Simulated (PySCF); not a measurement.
Cyclo-(F2SiS)2.
Structure used (PBE0-D3(BJ)/def2-SVP), in Å, numbered top down from 1:
```
atom  x, y, z in Å
Si1   -0.5718   -0.5124    1.0933
F2    -1.2411   -1.9579    1.2682
F3    -0.7527    0.2056    2.5147
S4     1.4586   -0.6175    0.4826
Si5    0.6062    0.4906   -1.1144
F6     0.7874   -0.2264   -2.5361
F7     1.2758    1.9363   -1.2883
S8    -1.4241    0.5961   -0.5035
```

The closed-shell ground state was solved at several levels (PySCF, density fitting, gas phase, non-relativistic). The dipole stays under 0.02 D at every level.

```tsv
level	basis functions	HOMO (eV)	LUMO (eV)	gap (eV)
B3LYP/def2-SVPD	194	-8.44	-1.44	7.00
B3LYP/pcSseg-1	164	-8.48	-1.31	7.17
```

**Question.** What might PBE0/pcSseg-1 (164 basis functions) give for the same quantities?

**Answer.** HOMO -8.80 eV, LUMO -1.13 eV, gap 7.67 eV.

**Question.** Over all these levels, which gives the widest orbital gap and which the narrowest?

**Answer.** PBE0/pcSseg-1 (global hybrid, 25 % exact exchange) has the widest, 7.67 eV, and B3LYP/def2-SVPD (global hybrid, 20 % exact exchange) the narrowest, 7.00 eV. Functional and basis both differ between the two, so the spread mixes both effects.

One conformer stands for the species.
